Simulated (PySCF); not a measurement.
# Bond curve of TlS

Set-up: basis Tl cc-pVTZ-PP with ECP60, S cc-pV(T+d)Z; scalar-relativistic core potentials; PySCF 2.14. Energies in eV from Tl + S in their ground configurations at the same level. All curves are PBE0. state 1: ²Π (doublet), unpaired electrons π ↑; state 2: ²Σ⁺ (doublet), unpaired electrons σ ↑, a second solution, started from another occupation; state 3: quartet, unpaired electrons σ ↑, π ↑↑, a mixture of terms (⟨Lz²⟩ = 2.0), a second solution, started from another occupation.

```csv
R (Å),state 1,state 2,state 3
2.239,-2.310,-2.771,0.6170
2.343,-2.713,-2.875,0.2840
2.447,-2.929,-2.858,0.0943
2.525,-3.004,-2.796,0.0121
2.603,-3.022,-2.706,-0.0366
2.681,-2.998,-2.598,-0.0634
2.785,-2.918,-2.436,-0.0784
2.915,-2.766,-2.219,-0.0796
3.071,-2.541,-1.954,-0.0704
3.280,-2.212,-1.612,-0.0543
```

Put a parabola through the three lowest points of the state 1 curve and estimate Re, k and ωe (reduced mass 27.66 u; 1 eV/Å² = 0.16022 mdyn/Å; ωe = 1302.8·√(k/μ) cm⁻¹).

Through R = 2.525, 2.603, 2.681 Å the second-order coefficient is 3.45 eV/Å², so Re ≈ 2.597 Å, k ≈ 1.11 mdyn/Å and ωe ≈ 261 cm⁻¹. A polynomial fit of higher order to the unrounded PBE0 energies gives Re = 2.594 Å, k = 1.14 mdyn/Å, ωe = 265 cm⁻¹; anharmonicity and rounding make the difference.

The higher-order fit for each curve: state 1: Re = 2.594 Å, ωe = 265 cm⁻¹, De = 3.02 eV; state 2: Re = 2.375 Å, ωe = 304 cm⁻¹, minimum 2.88 eV below the ground-state fragments; state 3: Re = 2.856 Å, ωe = 84.3 cm⁻¹, minimum 0.081 eV below the ground-state fragments.

Spin–orbit coupling is left out, which matters for elements this heavy, above all for dissociation energies. Counting both spins, an empty level lies below a filled one in some of these solutions, because spin and occupation are held. The state was picked by a PBE0 search and need not be the measured ground state.
